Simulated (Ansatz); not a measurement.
Ansatz (an electronic-structure program) input (CCSD(T)/def2-SVPD):

Ansatz 0.2 input:
```yaml
crystal:
  periodic: [false, false, false]
  atoms:
    - {symbol: Te, position_ang: [0.02798640, 0.00963093, 0.86948571]}
    - {symbol: Br, position_ang: [0.82451525, -1.70908550, -0.65426019]}
    - {symbol: Br, position_ang: [-0.86609505, 1.69477669, -0.63754715]}
basis:
  gaussian:
    orbitals: def2-SVPD
total_charge: 1
magnetization: {spin_polarized: true, initial_magnetization: 1}
correlation: {method: ccsd_t, electrons: outside_noble_gas}
output: {forces: true}
```

Output:

```
Functional definition: HF
integrals: 0.35 GiB planned
1230 factors; integrals over basis functions are off by at most 3.0e-4 eV
mean field: 0.89 GiB planned
mean field evaluation 1: about -147237.2627 eV, gradient 1.6e1 eV
mean field evaluation 2: about -147237.2707 eV, gradient 1.6e1 eV
mean field evaluation 4: about -147239.0611 eV, gradient 1.6e0 eV
mean field evaluation 8: about -147239.1388 eV, gradient 2.0e-1 eV
mean field evaluation 16: about -147238.3135 eV, gradient 1.2e1 eV
mean field evaluation 32: about -147236.5065 eV, gradient 1.3e-2 eV
mean field evaluation 64: about -147236.4297 eV, gradient 3.7e-3 eV
mean field -147239.14091904 eV, -5410.9386265006 hartree, gradient 1.5e-6 eV, S^2 0.765413; 2 other end points of the search recorded, 0 dependent functions left out
determinant -147239.14091904 eV, -5410.9386265006 hartree, with singles and doubles -147249.03217637 eV, -5411.3021235028 hartree
determinant -147236.50651730 eV, -5410.8418140222 hartree, with singles and doubles -147246.43740631 eV, -5411.2067674617 hartree
determinant -147235.78076000 eV, -5410.8151429335 hartree, with singles and doubles -147246.10632007 eV, -5411.1946002671 hartree
37 core orbitals not correlated
reference -147239.14091904 eV, -5410.9386265006 hartree; 10, 9 occupied and 70, 71 virtual orbitals, 1230 factors
densities: 0.96 GiB planned
second order -9.05825716 eV of doubles, -0.00000000 eV of singles
coupled cluster: 0.64 GiB planned
cycle   1  -9.88378176 eV  change   -2.6e-1 eV  update   2.0e-2
cycle   2  -9.89878597 eV  change   -1.5e-2 eV  update   5.1e-3
cycle   3  -9.90023610 eV  change   -1.5e-3 eV  update   2.2e-3
cycle   4  -9.90109438 eV  change   -8.6e-4 eV  update   8.8e-4
cycle   5  -9.90140615 eV  change   -3.1e-4 eV  update   5.0e-4
cycle   6  -9.90180946 eV  change   -4.0e-4 eV  update   2.2e-4
cycle   7  -9.90185196 eV  change   -4.3e-5 eV  update   7.3e-5
cycle   8  -9.90185934 eV  change   -7.4e-6 eV  update   2.7e-5
cycle   9  -9.90185881 eV  change    5.4e-7 eV  update   1.1e-5
cycle  10  -9.90185995 eV  change   -1.1e-6 eV  update   5.4e-6
cycle  11  -9.90186066 eV  change   -7.1e-7 eV  update   1.6e-6
cycle  12  -9.90186068 eV  change   -2.9e-8 eV  update   6.7e-7
perturbative correction -0.39352615 eV, -0.0144618191 hartree
the calculation of the forces begins
Total energy: -147249.43630588 eV, -5411.3169749882 hartree
Atom 0 at     0.027986     0.009631     0.869486 Å, force     0.026514     0.009124     0.823735 eV/Å
Atom 1 at     0.824515    -1.709086    -0.654260 Å, force     0.204735    -0.443466    -0.414022 eV/Å
Atom 2 at    -0.866095     1.694777    -0.637547 Å, force    -0.231249     0.434342    -0.409712 eV/Å
Dipole moment:     0.012927     0.004449     0.401624 e Å
```
